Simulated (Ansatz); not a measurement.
`C[NH2+][InH-]([CH3])[CH3]`, relaxed with RKS PBE0-D4/def2-TZVP in Ansatz from a PBE-D4/def2-SVP geometry. The force threshold is 0.005 eV/Å; the program also tests the step.

Total charge 0; spin multiplicity 1. In: def2 effective core potential.

Start:

```xyz
17

C    -0.176    1.768    0.982
N    -0.758    1.357   -0.305
In   -0.177   -0.915   -0.958
C    -1.059   -1.888    0.812
C     2.001   -0.584   -1.007
H     0.927    1.686    0.925
H    -0.518    1.073    1.774
H    -0.440    2.805    1.283
H    -0.454    1.982   -1.064
H    -1.785    1.418   -0.282
H    -1.086   -0.896   -2.472
H    -1.158   -2.980    0.643
H    -2.074   -1.493    1.025
H    -0.426   -1.741    1.711
H     2.421   -0.510    0.017
H     2.508   -1.426   -1.521
H     2.255    0.343   -1.562
```

| step | energy (eV) | largest force (eV/Å) | largest move (Å) |
| --- | --- | --- | --- |
| 1 | -9966.7286 | 0.606 | 0.000 |
| 2 | -9966.7905 | 0.206 | 0.059 |
| 3 | -9966.7966 | 0.062 | 0.029 |
| 4 | -9966.7968 | 0.068 | 0.023 |
| 5 | -9966.7976 | 0.009 | 0.012 |
| 6 | -9966.7976 | 0.005 | 0.006 |
| 7 | -9966.7977 | 0.003 | 0.009 |
| 8 | -9966.7977 | 0.004 | 0.012 |
| 9 | -9966.7977 | 0.004 | 0.010 |

End:

```xyz
17

C    -0.170    1.759    0.984
N    -0.751    1.354   -0.296
In   -0.179   -0.889   -0.940
C    -1.046   -1.875    0.794
C     1.975   -0.587   -1.001
H     0.916    1.680    0.921
H    -0.510    1.074    1.761
H    -0.434    2.781    1.273
H    -0.447    1.970   -1.041
H    -1.763    1.412   -0.267
H    -1.077   -0.871   -2.439
H    -1.081   -2.956    0.638
H    -2.071   -1.538    0.972
H    -0.458   -1.691    1.697
H     2.393   -0.473    0.002
H     2.465   -1.446   -1.467
H     2.236    0.295   -1.591
```

It took 99 s on 8 threads of an Intel Xeon on a shared host, with 0.86 GiB of host memory at the peak.
